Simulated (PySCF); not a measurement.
**Electronic structure of Tc(2+) (technetium, charge +2) at the UHF level**

Configuration: [Kr] 4d4 5s1, high-spin 6D determinant (an excited configuration). Computed with PySCF 2.14 in ANO-RCC-VTZP (7s6p4d2f1g, 68 functions), with the spin-free X2C one-electron Hamiltonian (Gaussian nucleus).

- Total energy: -4281.983776 hartree
- One-electron energy: -5872.0040 hartree
- Hartree (Coulomb) energy: 1716.9919 hartree
- Exchange energy: -126.9717 hartree
- ⟨S²⟩: 8.7530
- ⟨L²⟩: 6.028
- Sum of ⟨r⟩: 26.59 bohr
- Sum of ⟨r²⟩: 35.99 bohr²
- Traceless quadrupole moment −½Σ⟨3z² − r²⟩ along its main axis: -0.658 e·bohr²
- Langevin diamagnetic susceptibility: -28.5 ×10⁻⁶ cm³/mol

```json
{"shell": "1s α", "electrons": "1", "mean orbital energy (hartree)": "-778.30462", "spread (hartree)": "0", "rms radius, mean of both spins (bohr)": "0.0394"}
{"shell": "1s β", "electrons": "1", "mean orbital energy (hartree)": "-778.30270", "spread (hartree)": "0", "rms radius, mean of both spins (bohr)": "0.0394"}
{"shell": "2s α", "electrons": "1", "mean orbital energy (hartree)": "-114.59972", "spread (hartree)": "0", "rms radius, mean of both spins (bohr)": "0.162"}
{"shell": "2s β", "electrons": "1", "mean orbital energy (hartree)": "-114.55976", "spread (hartree)": "0", "rms radius, mean of both spins (bohr)": "0.162"}
{"shell": "2p α", "electrons": "3", "mean orbital energy (hartree)": "-102.44513", "spread (hartree)": "0.00095", "rms radius, mean of both spins (bohr)": "0.144"}
{"shell": "2p β", "electrons": "3", "mean orbital energy (hartree)": "-102.40847", "spread (hartree)": "0.00971", "rms radius, mean of both spins (bohr)": "0.144"}
{"shell": "3s α", "electrons": "1", "mean orbital energy (hartree)": "-21.85139", "spread (hartree)": "0", "rms radius, mean of both spins (bohr)": "0.442"}
{"shell": "3s β", "electrons": "1", "mean orbital energy (hartree)": "-21.82536", "spread (hartree)": "0", "rms radius, mean of both spins (bohr)": "0.442"}
{"shell": "3p α", "electrons": "3", "mean orbital energy (hartree)": "-17.74415", "spread (hartree)": "0.01284", "rms radius, mean of both spins (bohr)": "0.446"}
{"shell": "3p β", "electrons": "3", "mean orbital energy (hartree)": "-17.71797", "spread (hartree)": "0.02017", "rms radius, mean of both spins (bohr)": "0.446"}
{"shell": "3d α", "electrons": "5", "mean orbital energy (hartree)": "-11.10158", "spread (hartree)": "0.04040", "rms radius, mean of both spins (bohr)": "0.435"}
{"shell": "3d β", "electrons": "5", "mean orbital energy (hartree)": "-11.04600", "spread (hartree)": "0.02359", "rms radius, mean of both spins (bohr)": "0.435"}
{"shell": "4s α", "electrons": "1", "mean orbital energy (hartree)": "-4.18667", "spread (hartree)": "0", "rms radius, mean of both spins (bohr)": "1.12"}
{"shell": "4s β", "electrons": "1", "mean orbital energy (hartree)": "-3.94121", "spread (hartree)": "0", "rms radius, mean of both spins (bohr)": "1.12"}
{"shell": "4p α", "electrons": "3", "mean orbital energy (hartree)": "-2.96743", "spread (hartree)": "0.04006", "rms radius, mean of both spins (bohr)": "1.25"}
{"shell": "4p β", "electrons": "3", "mean orbital energy (hartree)": "-2.66016", "spread (hartree)": "0.05691", "rms radius, mean of both spins (bohr)": "1.25"}
{"shell": "4d α", "electrons": "4", "mean orbital energy (hartree)": "-1.24270", "spread (hartree)": "0.04988", "rms radius, mean of both spins (bohr)": "1.67"}
{"shell": "5s α", "electrons": "1", "mean orbital energy (hartree)": "-0.85341", "spread (hartree)": "0", "rms radius, mean of both spins (bohr)": "3.05"}
```

Densities and radii are taken from the X2C orbitals without a picture-change correction, which distorts them close to the nucleus.

Spin-orbit constants ζ (cm⁻¹) from the X2C one-electron operator on these orbitals: bare nucleus, nucleus screened by l(l+1)(2l+1)/3 electrons, and screened by the Breit-Pauli mean field of the electrons.

```csv
shell,bare,screened nucleus,mean field
2p,643300,613400,n/a
3p,108800,103800,n/a
3d,15490,11890,n/a
4p,15020,14320,n/a
4d,1330,1021,n/a
```

To first order the Landé constant is A = 204.2 cm⁻¹, so the lowest level has J = 1/2 and lies 0.177 eV below the centre of the term. This holds in LS coupling only.
